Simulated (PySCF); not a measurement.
C2H10AlBi.
Structure used (PBE0-D3(BJ)/def2-SVP), in Å, numbered top down from 1:
```
atom  x, y, z in Å
C1    -2.167    0.808    0.295
Al2   -1.775   -1.124    0.254
Bi3    1.098   -0.834    0.935
C4     2.188    0.768   -0.219
H5    -2.009    1.258    1.289
H6    -3.229    0.975    0.040
H7    -1.575    1.380   -0.439
H8    -1.442   -1.826   -1.147
H9    -2.186   -2.051    1.491
H10    1.698   -0.339    2.539
H11    2.342   -2.092    0.728
H12    3.215    0.866    0.154
H13    1.642    1.711   -0.088
H14    2.192    0.484   -1.279
```

Method: PySCF 2.14.0, PBE0-D3(BJ)/def2-SVP geometry optimisation, gas phase, def2 core potentials past Kr.

Q: Which atoms are bound to Al2, and at what distances?

A: 4 atoms: H9 1.599 Å, H8 1.602 Å, C1 1.973 Å, Bi3 2.966 Å. The nearest atom not counted as bound is H6, at 2.56 Å.

Q: List the angles at Al2.

A: 
```csv
angle,degrees,distance of the outer atoms (Å)
C1–Al2–H9,120.1,3.10
C1–Al2–H8,119.2,3.09
H8–Al2–H9,118.4,2.75
Bi3–Al2–H9,97.4,3.55
C1–Al2–Bi3,95.3,3.71
Bi3–Al2–H8,92.4,3.43
```

Q: Describe the arrangement about Al2 in numbers.

A: Angles from 92.4° to 120.1°; τ4 = (360° − α − β)/141° = 0.86 with α and β the two widest (0 for a square, 1 for a tetrahedron).

Q: Which atoms are bound to Bi3, and at what distances?

A: 4 atoms: H11 1.781 Å, H10 1.783 Å, C4 2.256 Å, Al2 2.966 Å. The nearest atom not counted as bound is H13, at 2.80 Å (others tie with it).

Q: List the angles at Bi3.

A: 
| angle | degrees | distance of the outer atoms (Å) |
| --- | --- | --- |
| Al2–Bi3–H11 | 125.5 | 4.26 |
| Al2–Bi3–H10 | 124.1 | 4.23 |
| Al2–Bi3–C4 | 114.9 | 4.42 |
| C4–Bi3–H11 | 96.0 | 3.02 |
| C4–Bi3–H10 | 95.7 | 3.01 |
| H10–Bi3–H11 | 93.7 | 2.60 |

Q: Describe the arrangement about Bi3 in numbers.

A: Angles from 93.7° to 125.5°; τ4 = (360° − α − β)/141° = 0.78 with α and β the two widest (0 for a square, 1 for a tetrahedron).

Q: What are the other bond lengths?

A: C1–H5, C1–H6, C1–H7 1.103 Å; C4–H12, C4–H13, C4–H14 1.097 Å.

Q: What are the rotational constants (commonest isotopes, rigid rotor)?

A: A = 4143, B = 1238, C = 1041 MHz: an asymmetric top.

Point group: C1 (no symmetry element, even within 0.4 Å). Charge 0, singlet. Whether it is a minimum is left open (no frequencies).

One conformer stands for the species.
